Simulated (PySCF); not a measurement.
CH7FOSi2, SMILES O([Si@H](F)C)[SiH3]. Atoms are numbered in the order given.

```xyz
12

C      1.8497     1.2329    -0.1706
Si     0.9919    -0.4146    -0.0946
F      0.9846    -0.9108     1.4576
O     -0.5731    -0.2902    -0.5961
Si    -2.0956     0.3010    -0.2826
H      1.8656     1.6170    -1.2034
H      1.3287     1.9699     0.4618
H      2.8903     1.1534     0.1827
H      1.6509    -1.4708    -0.8959
H     -2.8495    -0.6501     0.5799
H     -2.8059     0.4715    -1.5784
H     -2.0034     1.6214     0.4074
```

Geometry optimised at B3LYP-D3(BJ)/def2-SVP. The structure was generated by enumeration; whether it is a known compound was not checked. The values are those of a single conformer.

Level of theory: TDA-PBE/def2-SVPD (PySCF).

Vertical excitations. The molecule is in vacuum.

```csv
state,energy (eV),λ (nm),f,main pairs
S1,6.56,189,0.005,HOMO→LUMO 99 %
S2,7.01,177,0.002,HOMO−1→LUMO 99 %
S3,7.21,172,0.008,HOMO→LUMO+1 99 %
S4,7.49,166,0.002,HOMO−2→LUMO 93 %
S5,7.53,165,0.023,HOMO→LUMO+2 91 %
S6,7.65,162,0.024,HOMO−1→LUMO+1 94 %
S7,7.77,160,0.040,HOMO→LUMO+3 94 %
S8,7.93,156,0.003,HOMO→LUMO+4 86 %
S9,7.98,155,0.038,HOMO−1→LUMO+2 90 %
S10,8.07,154,0.020,HOMO→LUMO+5 86 %
T1,6.32,196,0,HOMO→LUMO 99 %
T2,6.67,186,0,HOMO−1→LUMO 99 %
T3,7.05,176,0,HOMO→LUMO+1 98 %
T4,7.22,172,0,HOMO−2→LUMO 96 %
```
Triplets are in the Tamm–Dancoff approximation.
